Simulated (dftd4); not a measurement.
CH₂Cl₆Si₂, charge -1, doublet, at a GFN2-xTB geometry (a state made from the parent by changing its charge; the spin is typed, not shown lowest); D4 for tpssh in dftd4.

dftd4 was given this input:
```
$ dftd4 mol.xyz --func tpssh --charge -1 --json dftd4.json --noedisp --property

# file mol.xyz
11

Cl     3.08799008    -0.39677225    -1.26569421
Si     1.47398113     0.29321702    -0.19461162
Cl     2.17933231     0.66766398     1.66884890
Cl     0.97661910     2.06905610    -1.02181231
C      0.10544345    -0.99510331    -0.21573527
Si    -1.63560367    -0.25343323     0.20330251
Cl    -2.05187644     0.25737694    -1.98728099
Cl    -1.20310332    -0.20377725     2.43948372
Cl    -2.91612256    -1.88424425     0.27626352
H      0.33616261    -1.78103735     0.50587682
H      0.05562643    -1.46347131    -1.19988467
```

Output, abridged:

```
                    ____  _____ _____     ____  _  _
      -------------|  _ \|  ___|_   _|---|  _ \| || |------------
     |             | | | | |_    | | ___ | | | | || |_           |
     |             | |_| |  _|   | ||___|| |_| |__   _|          |
     |             |____/|_|     |_|     |____/   |_|            |
     |             ===================================           |
     |            E. Caldeweyher, S. Ehlert & S. Grimme          |
     |          Mulliken Center for Theoretical Chemistry        |
     |                    University of Bonn                     |
      -----------------------------------------------------------

Rational (Becke-Johnson) damping: tpssh-D4-ATM
---------------------
  s6         1.0000
  s8         1.8590
  s9         1.0000
  a1         0.4429
  a2         4.6023
 alp        16.0000
--------------------

Atomic data, radii in Ångström:
------------------------------------------------------
   Z          R(cov)      r4/r2   hardness         EN
------------------------------------------------------
  17 Cl       1.3200     1.9735     0.4312     3.1600
  14 Si       1.3867     2.5839     0.3054     1.9000
   6 C        1.0000     1.6431     0.4220     2.5500
   1 H        0.4267     1.0622     0.4726     2.2000
------------------------------------------------------

Atomic reference systems (in atomic units):
----------------------------------------------------------------------------
   Z        #      CN     q+Z       C6(AA)   #      CN     q+Z       C6(AA)
----------------------------------------------------------------------------
  17 Cl     1  0.0000 17.0000      92.6806   2  0.8444 16.8495     101.8771
  14 Si     1  0.0000 14.0000     321.4498   2  0.8915 14.0165     270.4983
            3  1.8234 13.9936     236.2774   4  2.8003 13.9692     228.3542
            5  3.6668 13.9341     158.2713
   6 C      1  0.0000  6.0000      49.3833   2  0.9189  5.8288      52.1688
            3  1.9079  5.8579      35.6972   4  2.8312  5.7775      35.8445
            5  3.7487  5.7435      28.6317   6  2.9183  5.8956      32.2504
            7  0.8556  6.2103      25.6194
   1 H      1  0.0000  1.0000       7.6362   2  0.8942  1.0000       3.0374
----------------------------------------------------------------------------

Atomic properties (in atomic units):
----------------------------------------------------------------------------
     #    Z              CN          q      C6(AA)        C8(AA)   alpha(0)
----------------------------------------------------------------------------
     1   17 Cl       0.8161    -0.2289    104.2762     4350.7731    15.6090
     2   14 Si       3.3458     0.1841    162.8163    11645.7032    24.6256
     3   17 Cl       0.8168    -0.2121    103.7368     4328.2668    15.5685
     4   17 Cl       0.8167    -0.2077    103.5973     4322.4465    15.5581
     5    6 C        3.5946    -0.2138     28.3243      819.1878     7.7816
     6   14 Si       3.2629     0.1595    176.0240    12590.4048    26.4014
     7   17 Cl       0.7751    -0.2205    103.9592     4337.5501    15.5846
     8   17 Cl       0.7784    -0.2162    103.8255     4331.9676    15.5746
     9   17 Cl       0.8186    -0.2246    104.1391     4345.0541    15.5987
    10    1 H        0.9244     0.0898      1.8807       22.7348     2.1446
    11    1 H        0.9245     0.0906      1.8729       22.6400     2.1401
----------------------------------------------------------------------------

Molecular properties (in atomic units):
----------------------------------------
 molecular C6                8976.2718
 molecular C8              421766.8552
----------------------------------------

Dispersion energy:      -3.2060915067532E-02 Eh

[Info] JSON dump of results written to 'dftd4.json'
```
